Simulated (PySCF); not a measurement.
**Two-dimensional NMR puzzle**

Compound of formula C₄H₆O₂Si. Correlations simulated from computed shifts and the bond graph:

HSQC (one-bond C–H):
```tsv
δH	δC
8.22	165.0
7.06	140.2
6.86	140.2
5.93	52.1
```

COSY cross peaks (H two or three bonds apart, from the bond graph; peaks can be absent where the dihedral angle is near 90°):
```tsv
δH	δH
7.06	6.86
5.93	3.59
5.93	3.59
3.59	3.59
```

HMBC (two and three bonds, from the bond graph):
```tsv
δH	δC
8.22	52.1
7.06	142.9, 52.1
6.86	142.9, 52.1
5.93	165.0, 142.9, 140.2
3.59	142.9, 140.2, 52.1
3.59	142.9, 140.2, 52.1
```

Carbons without hydrogens: δ 142.9.

Method: σ from GIAO-PBE0/pcSseg-1, geometry: GFN2-xTB, in PySCF 2.14.0 with density-fitted response routines (isolated molecule, a single conformation, relativity neglected).

Shifts are taken against calculated references (same method and geometry level): $^{1}$H, $^{13}$C vs TMS.

Exchangeable hydrogens are left out of these lists.

Task: Assemble the structure.

Result: SMILES C1(=C)[SiH2][C@H]1OC=O.

Numbering as in the mapped SMILES `[CH2:1]=[C:2]1[SiH2:3][C@H:4]1[O:5][CH:6]=[O:7]`; H(Xn) means a hydrogen on atom n. Ha(Si3) is cis to O5 on the ring; Ha(C1) is cis to Si3; Hb(Si3) is trans to O5 on the ring; Hb(C1) is trans to Si3.

- δC 165.0 is C6, an ester carbonyl carbon (δH 8.22).
- δC 142.9 is C2, a fully substituted alkene carbon.
- δC 140.2 is C1, a terminal =CH2 carbon (δH 6.86, 7.06).
- δC 52.1 is C4, a three-membered-ring carbon (δH 5.93).
- HMBC from δH 7.06 reaches the proton-free carbon C2.
- HMBC from δH 6.86 reaches the proton-free carbon C2.
- HMBC from δH 5.93 reaches the proton-free carbon C2.
- HMBC from δH 3.59 reaches the proton-free carbon C2.
- COSY links 7.06–6.86, 5.93–3.59, 5.93–3.59, 3.59–3.59.

The data come from this structure; uniqueness wasn't tested.

Shifts are as computed. Against solution values, carbons near 30 ppm lie about +3 ppm off and those near 130 ppm about +5 ppm. Of 1309 compounds with measured shifts, 239 miss one by over three times the rms of a fit or turn the order of signals round; such compounds aren't used in these exercises.
